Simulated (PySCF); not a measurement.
## Nb(2+): excitation energy

Nb(2+) [Kr] 4d3 (4F) → Nb(2+) [Kr] 4d2 5s1 (4F), as a difference of total energies. All numbers are calculated (PySCF 2.14, scalar relativity through the core potential, in aug-cc-pVTZ-PP with ECP28MDF). Correlated levels: valence: 4s2 4p6 frozen. The calculations carry no spin-orbit coupling.

| method | excitation energy (eV) |
| --- | --- |
| UHF | 3.069 |
| LDA | 2.747 |
| PBE | 2.914 |
| PBE0 | 3.096 |
| r2SCAN | 3.081 |
| wB97X | 3.321 |
| B3LYP | 2.906 |
| HSE06 | 3.049 |
| r2SCANh | 3.124 |
| MP2 (valence) | 3.136 |
| SCS-MP2 (valence) | 3.091 |

Task: How much does correlation contribute at MP2 (valence)?

Result: 3.136 − (3.069) = 0.067 eV, measured against UHF.
